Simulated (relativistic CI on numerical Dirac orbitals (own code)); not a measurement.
## Ni4+: 3d valence photoemission

Computed with this model: Dirac-Coulomb-Breit CI, separate exchange-only KLI orbitals for each configuration, QED by a radiative potential, valence Slater integrals scaled by 0.8, multiplet model of photoemission in the sudden approximation; configurations [Ar] 3d6 → [Ar] 3d5; 80 K; Lorentzian 0.3 eV and Gaussian 0.5 eV FWHM. Energies are those of the free ion, without screening or charge transfer. The energies are binding energies and can lie tens of eV above those of solids. S is read from ⟨S²⟩ = S(S + 1).

Field parameters in Wybourne normalisation: D4h B²₀ = −7Ds, B⁴₀ = 21(Dq − Dt), B⁴₄ = 21√(5/14) Dq. The field is a parameter set, without covalency.

free ion: ground-state S = 2.00, centroid 79.37 eV. Peaks (eV, height): 74.8 (61), 79.4 (100), 80.2 (68), 82.5 (63).

D4h, 10Dq = 23000, Ds = -1500, Dt = -570 cm⁻¹: ground-state S = 0.04, centroid 79.29 eV. Peaks (eV, height): 79.0 (100).

D4h, 10Dq = 23000, Ds = 300, Dt = -570 cm⁻¹: ground-state S = 0.03, centroid 79.29 eV. Peaks (eV, height): 79.0 (100).

D4h, 10Dq = 23000, Ds = 1200, Dt = -570 cm⁻¹: ground-state S = 0.03, centroid 79.29 eV. Peaks (eV, height): 79.2 (100).

D4h, 10Dq = 23000, Ds = 2100, Dt = -570 cm⁻¹: ground-state S = 0.04, centroid 79.29 eV. Peaks (eV, height): 78.3 (59), 79.3 (100), 83.5 (6).

D4h, 10Dq = 23000, Ds = 3000, Dt = -570 cm⁻¹: ground-state S = 0.04, centroid 79.29 eV. Peaks (eV, height): 78.1 (58), 79.4 (100), 83.4 (6).

Strongest unbroadened transitions for D4h, 10Dq = 23000, Ds = 300, Dt = -570 cm⁻¹:

```
Energy (eV)  Relative strength
      78.65              100.0
      79.04               91.5
      79.12               75.0
      79.27                4.6
      79.31                8.1
      79.34               25.3
      79.88                0.5
      79.89                1.0
      83.84                3.5
      83.88                3.7
      83.89                1.9
      84.07                3.1
      84.21                1.1
      85.85                0.3
      86.84                0.2
      87.15                0.2
      89.08                0.4
      89.14                0.4
```
